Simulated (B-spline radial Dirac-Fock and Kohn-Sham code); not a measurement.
# X-ray form factors of barium in several charge states

Calculated with a radial B-spline solver, using relativistic Hartree-Fock (Dirac-Fock) wave functions, averaged over the configuration.

Configurations: Ba²⁸⁺ [Ar] 3d10; Ba³⁰⁺ [Ar] 3d8; Ba³¹⁺ [Ar] 3d7; Ba³²⁺ [Ar] 3d6; Ba³⁴⁺ [Ar] 3d4. The first column is f₀ of Ba²⁸⁺, the others are differences from it.

```
s (Å⁻¹)   Ba²⁸⁺  Δ Ba³⁰⁺  Δ Ba³¹⁺  Δ Ba³²⁺  Δ Ba³⁴⁺
      0  28.000   -2.000   -3.000   -4.000   -6.000
   0.05  27.970   -1.996   -2.994   -3.993   -5.989
    0.1  27.881   -1.985   -2.977   -3.971   -5.958
   0.15  27.734   -1.966   -2.949   -3.934   -5.905
    0.2  27.529   -1.939   -2.911   -3.884   -5.832
   0.25  27.268   -1.906   -2.862   -3.820   -5.740
    0.3  26.955   -1.866   -2.803   -3.743   -5.630
   0.35  26.591   -1.820   -2.735   -3.654   -5.502
    0.4  26.179   -1.768   -2.659   -3.554   -5.358
   0.45  25.723   -1.711   -2.575   -3.445   -5.199
    0.5  25.227   -1.649   -2.484   -3.326   -5.028
    0.6  24.128   -1.515   -2.287   -3.067   -4.652
    0.7  22.915   -1.371   -2.074   -2.787   -4.245
    0.8  21.623   -1.221   -1.852   -2.496   -3.819
    0.9  20.285   -1.071   -1.630   -2.202   -3.388
      1  18.932   -0.925   -1.412   -1.914   -2.964
    1.1  17.592   -0.786   -1.204   -1.639   -2.556
    1.2  16.291   -0.657   -1.011   -1.382   -2.171
    1.4  13.877   -0.435   -0.676   -0.934   -1.497
    1.6  11.795   -0.265   -0.418   -0.585   -0.962
```
